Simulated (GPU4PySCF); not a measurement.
diphenyl sulfone (C₁₂H₁₀O₂S), SMILES c1cc(ccc1)S(=O)(c1ccccc1)=O. Heavy atoms are numbered as in [O:1]=[S:2](=[O:3])([c:4]1[cH:5][cH:6][cH:7][cH:8][cH:9]1)[c:10]1[cH:11][cH:12][cH:13][cH:14][cH:15]1. Hydrogens are named by the atom that carries them.

The structure is a stationary point at PBE0-D3(BJ)/def2-TZVP. One conformer was computed; it need not be the lowest.

The numbers are results of PBE/pcSseg-1 in GPU4PySCF, not measurements.

GIAO shieldings, no solvent; atoms alike by connectivity are averaged. δ = σ(ref) − σ: ¹⁷O against H2O (σ = 334.3 ppm); ³³S against H2S (σ = 706.5 ppm); ¹³C against TMS (σ = 182.0 ppm); ¹H against TMS (σ = 31.49 ppm), references at their B3LYP-D3(BJ)/def2-TZVP geometries, non-relativistic (references run with PySCF on processors).

| atoms | nucleus | count | δ (ppm) |
|---|---|---|---|
| O1 | ¹⁷O | 2 | ? |
| S2 | ³³S | 1 | 487.5 |
| C4 | ¹³C | 2 | ? |
| C7 (CH) | ¹³C | 2 | 135.0 |
| C6 (CH) | ¹³C | 4 | ? |
| C5 (CH) | ¹³C | 4 | ? |
| H on C5 | ¹H | 4 | 8.01 |
| H on C6 | ¹H | 4 | 7.53 |
| H on C7 | ¹H | 2 | 7.49 |

Q: What belongs in the gaps? (Estimate from the structure and the level; the computed values follow.)

A: 
- O1, δ (ppm): 185.4
- C4, δ (ppm): 149.6
- C6 (CH), δ (ppm): 132.4
- C5 (CH), δ (ppm): 131.0
